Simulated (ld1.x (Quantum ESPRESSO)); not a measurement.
# Before and after: RRKJ potential for zirconium (Zr)

- Element: zirconium (Zr)
- Generator: ld1.x (Quantum ESPRESSO) 7.5
- Type: norm-conserving RRKJ (Kleinman–Bylander form)
- Functional: PBE
- Relativity: scalar-relativistic
- Frozen core: [Ar] 3d10 4s2
- Valence charge: 10
- Reference configuration: 4p6 4d2 5s2 5p0
- Partial waves: 4p (bound): rc 2.25 bohr; 4d (bound): rc 2.60 bohr; 5s (bound): rc 3.00 bohr
- Local potential: the s channel
- Core correction: a·sin(br)/r model core inside 1.65 bohr
- rho0: 0.01

Change: all radii but the core radius scaled by about 1.35 (s 4.04, p 3.02, d 3.50 bohr).

Cutoffs: the cutoffs (Ry, on a coarse ladder) from which the occupation-weighted sum of valence levels, in a spherical-Bessel basis at the reference potential, stays within 10 and 1 mRy of its value at 400 Ry; they do not see the model core or the augmentation charge, which bear on the density cutoff. Errors are all-electron minus pseudo energies relative to the spin-unpolarised reference configuration.

Q: Predict the effect on cutoff, ghosts and configuration errors.

A: The potential gets softer (21 Ry and 25 Ry → 15 Ry and 18 Ry); of the 7 tests that both files solve, the error grows in 4 and shrinks in 1 by more than 15 % and 0.3 meV (median size 20.7 → 69.9 meV); neither file shows a bound ghost at the reference potential, the only one tested. A larger radius leaves more room for a smooth pseudo-wave, so fewer plane waves are needed.

| quantity | base | changed |
| --- | --- | --- |
| cutoff, loose | 21 Ry | 15 Ry |
| cutoff, tight | 25 Ry | 18 Ry |
| loose cutoff by channel (10 mRy a level) | p 18 Ry, d 18 Ry, s 6 Ry | p 15 Ry, d 12 Ry, s 6 Ry |
| bound ghosts | none | none |
| error for 4p6 4d2 5s1 5p0, meV [ΔE 7.14 eV] | -5.1 | -6.9 |
| error for 4p6 4d2 5s0 5p0, meV [ΔE 20.08 eV] | -33 | -110 |
| error for 4p6 4d1 5s0 5p0, meV [ΔE 42.70 eV] | -21 | -70 |
| error for 4p6 4d2 5s1.5 5p0, meV [ΔE 2.88 eV] | -1.2 | -0.6 |
| error for 4p6 4d2 5s0 5p2, meV [ΔE 6.21 eV] | -1116 | -1247 |
| error for 4p6 4d2 5s1 5p1, meV [ΔE 3.04 eV] | -483 | -522 |
| error for 4p6 4d2.5 5s1.5 5p0, meV [ΔE 0.51 eV] | -11 | +16 |

Changed file: These tests converged, but a pseudo level misses the all-electron one widely, so the file describes the atom poorly there or has found another state: 4p6 4d1 5s0 5p0: empty 5p by 2.1 eV.
